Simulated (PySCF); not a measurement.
## Correlation energy of Sb (antimony, neutral)

[Kr] 4d10 5s2 5p2 5d1, one real determinant (an excited configuration). Calculation: PySCF 2.14, in x2c-TZVPPall with one added diffuse shell each of s, p, d, f type (9s7p5d3f, 76 functions); scalar relativity by spin-free X2C-1e. Frozen: [Ar] 3d10; 23 electrons correlated.

| level | correlation energy (mhartree) |
| --- | --- |
| CCSD | -380.35 |
| (T) | -11.82 |
| CCSD(T) | -392.17 |

Diagnostics: T1 = 0.015, D1 = 0.0922, largest double amplitude 0.242.

**Question.** Is a single reference adequate?

**Answer.** Not fully. The real determinant used has ⟨L²⟩ near 8 against 12 for a pure F term, so it mixes terms. The outer electron is Rydberg-like, and this basis confines it to a smaller radius and binds it less than a complete one would. A double-excitation amplitude exceeds 0.15, a sign of near-degeneracy.

The reference is one real determinant that mixes LS terms of this configuration.

This basis was not built for core-valence correlation, so the inner-shell part is incomplete.
